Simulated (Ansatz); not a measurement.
Two isomers of CH5ClOSi: A = `CO[SiH2]Cl`, B = `O[SiH2]CCl`.

Isolated molecules relaxed with PBE0-D4/def2-TZVP in Ansatz; ΔE leaves out vibrations. CBS: MP2 limit from def2 TZ/QZ plus the TZ coupled-cluster correction, frozen cores. DFT in def2-TZVPP. B3LYP here is the variant with VWN-RPA as its local correlation; programs differ in this. One conformer a species, not always the lowest.

Q: Which is lower in electronic energy at CCSD(T)/CBS, and by how much? (Estimate.)

A: Ansatz gave: A, by 81.1 kJ/mol.

Q: Give E(B) − E(A) in kJ/mol with CCSD/def2-TZVPP, B3LYP-D4, B2PLYP, HF/def2-TZVPP, BLYP-D4, CCSD(T)/def2-SVP, LDA (SPW92). (An estimate is asked.)

A: Computed: CCSD/def2-TZVPP 85.1, B3LYP-D4 86.3, B2PLYP 86.5, HF/def2-TZVPP 100.4, BLYP-D4 83.6, CCSD(T)/def2-SVP 97.9, LDA (SPW92) 77.7. None reverses the order clearly.

Q: Does the order hold for the free energy at 298.15 K (harmonic terms from PBE0-D4)? (An estimate is asked.)

A: Ansatz gave: Yes: G(B) − G(A) = +77.9 kJ/mol, for one conformer each.

Largest T1 diagnostic: 0.010.

From PBE to PBE0 (25 % exact exchange), in def2-TZVPP and without D4, E(B) − E(A) moves by +3.0 kJ/mol. Leaving LDA and LC-ωPBE aside and taking each functional with its dispersion term where it has one, the values, not all of them listed here, spread over 13.4 kJ/mol, from revPBE-D4 to BHLYP-D4.
